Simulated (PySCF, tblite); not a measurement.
Isomers of C4H7O2PSi2, one GFN2-xTB conformer each. Single-point energies are computed at PBE0/pcSseg-1 (PySCF, gas phase, no added dispersion term), electronic only.

Question: Rank them by PBE0/pcSseg-1 energy, lowest first (kcal/mol).
A. `[CH:1]#[C:2][C:3](=[O:4])[C:5](=[O:6])[SiH2:7][SiH2:8][PH2:9]` with C2–C3–C5–O6 48°, C3–C5–Si7–Si8 -67°, C5–Si7–Si8–P9 108°, Si7–Si8–P9–H -49° and 44°
B. `[O:1]=[CH:2][C:3](=[O:4])[C:5]#[C:6][Si@H:7]([SiH3:8])[PH2:9]` with O1–C2–C3–O4 177°, C6–Si7–P9–H -34° and 59°

Answer: B (0.0), A (14.9).

GFN2-xTB itself gives, in the same order: 0.4, 0.0. GFN2-xTB puts C#CC(=O)C(=O)[SiH2][SiH2]P lowest instead.

Q: Which frontier levels, dipoles and rotational constants go with these structures?

A: 
```json
{"SMILES": "O=CC(=O)C#C[Si@H]([SiH3])P", "HOMO (eV, PBE0/pcSseg-1)": "-7.72", "LUMO (eV)": "-3.32", "dipole (D)": "1.50", "A, B, C (MHz)": "1295, 439.3, 403.8"}
{"SMILES": "C#CC(=O)C(=O)[SiH2][SiH2]P", "HOMO (eV, PBE0/pcSseg-1)": "-7.02", "LUMO (eV)": "-3.37", "dipole (D)": "3.09", "A, B, C (MHz)": "1656, 567.7, 462.3"}
```

Q: What happens when harmonic zero-point energies from GFN2-xTB frequencies are added?

A: 
```
                    SMILES  ZPE (kcal/mol)  electronic (kcal/mol)  with ZPE (kcal/mol)
O=CC(=O)C#C[Si@H]([SiH3])P            53.9                    0.0                  0.0
C#CC(=O)C(=O)[SiH2][SiH2]P            53.9                   14.9                 14.8
```

The zero-point energies span 0.0 kcal/mol. The order is unchanged.
